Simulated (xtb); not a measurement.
xtb input (GFN2-xTB):

```bash
xtb mol.xyz --gfn 2 --ohess tight --chrg 0 --uhf 0
```
mol.xyz:
```
4

Nb     0.26323403     0.31644478     0.41637938
O      1.53439921    -0.41869903    -0.46349098
O     -0.69443565    -0.77045356     1.26929041
Cl    -1.12548079     0.93796661    -1.26689690
```

End of the output:

```
   ------------------------------------------------------------------------
       1    178.42    -0.69911 ( 99.39%)    -0.67951 (  0.61%)    -0.69899
       2    179.02    -0.69726 ( 99.40%)    -0.67853 (  0.60%)    -0.69715
       3    249.78    -0.51644 ( 99.84%)    -0.57991 (  0.16%)    -0.51654
   ------------------------------------------------------------------------

   temp. (K)  partition function   enthalpy   heat capacity  entropy
                                   cal/mol     cal/K/mol   cal/K/mol   J/K/mol
 298.15  VIB   5.64                 1406.648      8.554      8.154
         ROT  0.134E+06              888.752      2.981     26.442
         INT  0.755E+06             2295.400     11.535     34.596
         TR   0.196E+28             1481.254      4.968     41.107
         TOT                        3776.6538    16.5030    75.7030   316.7415

       T/K    H(0)-H(T)+PV         H(T)/Eh          T*S/Eh         G(T)/Eh
   ------------------------------------------------------------------------
    298.15    0.601848E-02    0.115995E-01    0.359690E-01   -0.243694E-01
   ------------------------------------------------------------------------

         :::::::::::::::::::::::::::::::::::::::::::::::::::::
         ::                  THERMODYNAMIC                  ::
         :::::::::::::::::::::::::::::::::::::::::::::::::::::
         :: total free energy         -14.550283872084 Eh   ::
         ::.................................................::
         :: total energy              -14.525914434737 Eh   ::
         :: zero point energy           0.005581039514 Eh   ::
         :: G(RRHO) w/o ZPVE           -0.029950476860 Eh   ::
         :: G(RRHO) contrib.           -0.024369437347 Eh   ::
         :::::::::::::::::::::::::::::::::::::::::::::::::::::

optimized geometry written to: xtbopt.xyz

           -------------------------------------------------
          | TOTAL ENERGY              -14.525914434737 Eh   |
          | TOTAL ENTHALPY            -14.514314914305 Eh   |
          | TOTAL FREE ENERGY         -14.550283872084 Eh   |
          | GRADIENT NORM               0.000358988725 Eh/α |
          | HOMO-LUMO GAP               1.829828753797 eV   |
           -------------------------------------------------

------------------------------------------------------------------------
------------------------------------------------------------------------
 total:
 SCF:
 ANC optimizer:
 analytical hessian:
```
